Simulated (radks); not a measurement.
The numbers below are computed, except where a source is named.
Task: Neutral manganese, [Ar] 3d5 4s2. Level of theory: non-relativistic Kohn-Sham, r2SCAN, spin-polarised, spherical densities, point nucleus; meta-GGA in the generalised Kohn-Sham scheme (a radial shooting solver on a logarithmic mesh with Libxc functionals). Every spin shell is full or empty, so the densities are truly spherical. Functionals are evaluated on that one density, not self-consistently. Rank these orbital-free kinetic functionals by their error against the exact value of the orbitals, and give that value: Thomas-Fermi, von Weizsacker, TF + vW, TF + vW/9, TF + vW/5, LC94, APBEK, revAPBEK, Perdew 92, Thakkar, Pearson, LKT, PG1, DePristo-Kress, Ernzerhof.

Result: Exact: 1150.06 hartree. From best to worst, with 100 (|E| - |E exact|)/|E exact| (equal figures are ties): LC94 +0.01, DePristo-Kress -0.07, APBEK +0.11, Ernzerhof -0.29, Thakkar -0.36, revAPBEK +0.39, Perdew 92 -0.73, TF + vW/9 -0.74, Pearson -1.31, TF + vW/5 +3.95, Thomas-Fermi -6.60, PG1 +20.33, LKT +25.49, TF + vW +46.15, von Weizsacker -47.25.
